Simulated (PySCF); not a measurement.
# Correlation energy of Ca (calcium, neutral)

[Ar] 4s2, closed-shell 1S. Calculation: PySCF 2.14, in x2c-TZVPall; scalar relativity by spin-free X2C-1e. Frozen: [Ar]; 2 electrons correlated.

Total MP2 correlation energy: -18.46 mhartree.

Same-spin part 0.00 and opposite-spin part -18.46 mhartree; SCS-MP2 scales them by 1/3 and 6/5 to -22.16 mhartree.

With two correlated electrons CCSD is exact within the correlated space (frozen core and kept virtual orbitals).

```
level  correlation energy (mhartree)
 CCSD                         -28.20
```

Diagnostics: T1 = 0.013, D1 = 0.0179, largest double amplitude 0.123.

Cost of the coupled-cluster step: 0.04 s of wall time on 1 thread of Intel(R) Xeon(R) 6975P-C (shared host), for 2 correlated electrons.

Iterations:

```
CC2 = 0
CCSD nocc = 1, nmo = 27
frozen orbitals [0, 1, 2, 3, 4, 5, 6, 7, 8]
max_cycle = 100
direct = 0
conv_tol = 1e-08
conv_tol_normt = 1e-06
diis_space = 8
diis_start_cycle = 0
Init t2, MP2 energy = -679.638662261744  E_corr(MP2) -0.01846454447828
Init E_corr(CCSD) = -0.0184645444783067
cycle = 1  E_corr(CCSD) = -0.0241113386941426  dE = -0.00564679422  norm(t1,t2) = 0.059177
cycle = 2  E_corr(CCSD) = -0.0262395023022709  dE = -0.00212816361  norm(t1,t2) = 0.0275365
cycle = 3  E_corr(CCSD) = -0.0281328843675713  dE = -0.00189338207  norm(t1,t2) = 0.0150469
cycle = 4  E_corr(CCSD) = -0.0281934349750977  dE = -6.05506075e-05  norm(t1,t2) = 0.00341764
cycle = 5  E_corr(CCSD) = -0.0282100998150186  dE = -1.66648399e-05  norm(t1,t2) = 0.000777357
cycle = 6  E_corr(CCSD) = -0.0282008628573242  dE = 9.23695769e-06  norm(t1,t2) = 0.000122217
cycle = 7  E_corr(CCSD) = -0.0282027059135043  dE = -1.84305618e-06  norm(t1,t2) = 3.11104e-05
cycle = 8  E_corr(CCSD) = -0.0282035819125246  dE = -8.7599902e-07  norm(t1,t2) = 5.28697e-06
cycle = 9  E_corr(CCSD) = -0.0282033012054504  dE = 2.80707074e-07  norm(t1,t2) = 1.9888e-06
cycle = 10  E_corr(CCSD) = -0.028203309651548  dE = -8.44609759e-09  norm(t1,t2) = 9.85974e-08
CCSD converged
E(CCSD) = -679.6484010269171  E_corr = -0.02820330965154796
```
